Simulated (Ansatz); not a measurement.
A first, cheap relaxation of ClF₄Nb, SMILES `[F][Nb]([F])([F])([F])[Cl]`.

```yaml
crystal:
  periodic: [false, false, false]
  atoms:
    - {symbol: F, position_ang: [-0.443400, -1.688600, 0.098000]}
    - {symbol: Nb, position_ang: [0.114500, 0.145700, 0.695900]}
    - {symbol: F, position_ang: [1.718500, -1.620400, 0.766000]}
    - {symbol: F, position_ang: [-0.804900, -0.670600, -0.815800]}
    - {symbol: F, position_ang: [0.491200, 1.547300, -0.998800]}
    - {symbol: Cl, position_ang: [-1.033800, 2.222500, 0.208600]}
basis:
  gaussian: {orbitals: def2-SVP}
hamiltonian: {xc: pbe, dispersion: d4}
relax: {f_tol: 0.03, max_steps: 200}
```

```sh
$ ansatz run in.yaml --threads 4 --pin off --events-out ev --progress --plain
```

Shortened log:

```
Functional definition: PBE
mean field -24906.62214921 eV, -915.3014816687 hartree, gradient 2.7e-6 eV, S^2 0.000000; 6 other end points of the search recorded, 0 dependent functions left out
relax step   1: F+E_penalty+E_count = -24906.75911741 eV  Δ(F+E_penalty+E_count) = +0.000e0 eV  max|allowed force component| = 1.176e1 eV/Å  Δτ_max = 0.0000 Å  (555 SCF iters, accepted)
mean field -24912.53562125 eV, -915.5187977579 hartree, gradient 8.1e-6 eV, S^2 0.000000; 1 other end points of the search recorded, 0 dependent functions left out
relax step   2: F+E_penalty+E_count = -24912.66726528 eV  Δ(F+E_penalty+E_count) = -5.908e0 eV  max|allowed force component| = 8.111e0 eV/Å  Δτ_max = 0.1950 Å  (148 SCF iters, accepted)
mean field -24917.57041862 eV, -915.7038231483 hartree, gradient 2.0e-5 eV, S^2 0.000000; 0 other end points of the search recorded, 0 dependent functions left out
relax step   3: F+E_penalty+E_count = -24917.70366878 eV  Δ(F+E_penalty+E_count) = -5.036e0 eV  max|allowed force component| = 5.465e0 eV/Å  Δτ_max = 0.1949 Å  (51 SCF iters, accepted)
mean field -24920.24446590 eV, -915.8020925735 hartree, gradient 1.6e-5 eV, S^2 0.000000; 0 other end points of the search recorded, 0 dependent functions left out
relax step   4: F+E_penalty+E_count = -24920.38009402 eV  Δ(F+E_penalty+E_count) = -2.676e0 eV  max|allowed force component| = 3.553e0 eV/Å  Δτ_max = 0.1917 Å  (39 SCF iters, accepted)
mean field -24921.58589274 eV, -915.8513891007 hartree, gradient 1.2e-5 eV, S^2 0.000000; 0 other end points of the search recorded, 0 dependent functions left out
relax step   5: F+E_penalty+E_count = -24921.72186080 eV  Δ(F+E_penalty+E_count) = -1.342e0 eV  max|allowed force component| = 2.053e0 eV/Å  Δτ_max = 0.1949 Å  (38 SCF iters, accepted)
mean field -24922.30104816 eV, -915.8776705774 hartree, gradient 9.6e-6 eV, S^2 0.000000; 0 other end points of the search recorded, 0 dependent functions left out
relax step   6: F+E_penalty+E_count = -24922.43874632 eV  Δ(F+E_penalty+E_count) = -7.169e-1 eV  max|allowed force component| = 5.817e-1 eV/Å  Δτ_max = 0.1950 Å  (37 SCF iters, accepted)
mean field -24922.53918885 eV, -915.8864220863 hartree, gradient 7.1e-6 eV, S^2 0.000000; 0 other end points of the search recorded, 0 dependent functions left out
relax step   7: F+E_penalty+E_count = -24922.67743615 eV  Δ(F+E_penalty+E_count) = -2.387e-1 eV  max|allowed force component| = 1.670e-1 eV/Å  Δτ_max = 0.1994 Å  (37 SCF iters, accepted)
mean field -24922.56408676 eV, -915.8873370678 hartree, gradient 7.7e-6 eV, S^2 0.000000; 0 other end points of the search recorded, 0 dependent functions left out
relax step   8: F+E_penalty+E_count = -24922.70255008 eV  Δ(F+E_penalty+E_count) = -2.511e-2 eV  max|allowed force component| = 1.212e-2 eV/Å  Δτ_max = 0.0976 Å  (38 SCF iters, accepted)
mean field -24922.56408676 eV, -915.8873370678 hartree, gradient 8.7e-6 eV, S^2 0.000000; 1 other end points of the search recorded, 0 dependent functions left out
Total energy: -24922.70262402 eV, -915.8924282182 hartree
Atom 0 at    -0.795726    -1.545050     0.734514 Å, force    -0.003230     0.003264     0.007022 eV/Å
Atom 1 at     0.022086    -0.034074    -0.022701 Å, force    -0.005026     0.009322    -0.004782 eV/Å
Atom 2 at     1.580357    -0.608207     0.814030 Å, force    -0.001041    -0.005587    -0.000671 eV/Å
Atom 3 at    -0.861384    -0.494933    -1.592584 Å, force    -0.001474    -0.010191    -0.002144 eV/Å
Atom 4 at     1.139466     1.012129    -1.109675 Å, force     0.005283     0.012123     0.002331 eV/Å
Atom 5 at    -1.042699     1.606036     1.130316 Å, force     0.005487    -0.008931    -0.001757 eV/Å
Dipole moment:    -0.095639     0.147110     0.105743 e Å
```

It took 22 s on 4 threads of a server CPU on a shared host, with 0.22 GiB of host memory at the peak.
